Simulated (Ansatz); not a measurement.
```yaml
crystal:
  periodic: [false, false, false]
  atoms:
    - {symbol: Si, position_ang: [0.394462, 1.137091, -1.036308]}
    - {symbol: C, position_ang: [-0.198383, -0.308710, 0.238653]}
    - {symbol: C, position_ang: [-0.748681, -0.432687, 1.241873]}
    - {symbol: N, position_ang: [-0.327905, -1.820953, 0.400730]}
    - {symbol: H, position_ang: [1.715221, 0.827524, -1.047945]}
    - {symbol: H, position_ang: [0.338905, 2.353667, -0.462034]}
    - {symbol: H, position_ang: [-0.320724, 0.946120, -2.311388]}
    - {symbol: H, position_ang: [-0.986666, -0.361491, 2.290561]}
    - {symbol: H, position_ang: [0.287840, -2.082772, 0.650094]}
basis:
  gaussian: {orbitals: def2-TZVP, fitting: {mean_field: def2-universal-jkfit}}
hamiltonian: {xc: {name: PBE0}, dispersion: d2}
output: {forces: true}
```

```sh
$ ansatz run in.yaml --threads 2 --pin off --events-out ev --progress --plain --max-ram 4352MiB
```

How does Ansatz answer? (Best estimate.)

The calculation gave: The program refused the input.
```
Error: YAML parse error: error: line 15 column 45: hamiltonian.dispersion: `d2` is not `none`, `rvv10`, `d3bj`, `d3bjatm`, `d4` or a map `{method: …, s8: …, a1: …, a2_bohr: …}` (numbers without units, a2 in bohr) or `{method: …, functional: …}`
  --> <input>:15:45
   |
13 | basis:
14 |   gaussian: {orbitals: def2-TZVP, fitting: {mean_field: def2-universal-jkfit}}
15 | hamiltonian: {xc: {name: PBE0}, dispersion: d2}
   |                                             ^ hamiltonian.dispersion: `d2` is not `none`, `rvv10`, `d3bj`, `d3bjatm`, `d4` or a map `{method: …, s8: …, a1: …, a2_bohr: …}` (numbers without units, a2 in bohr) or `{method: …, functional: …}`
16 | output: {forces: true}
   |
```
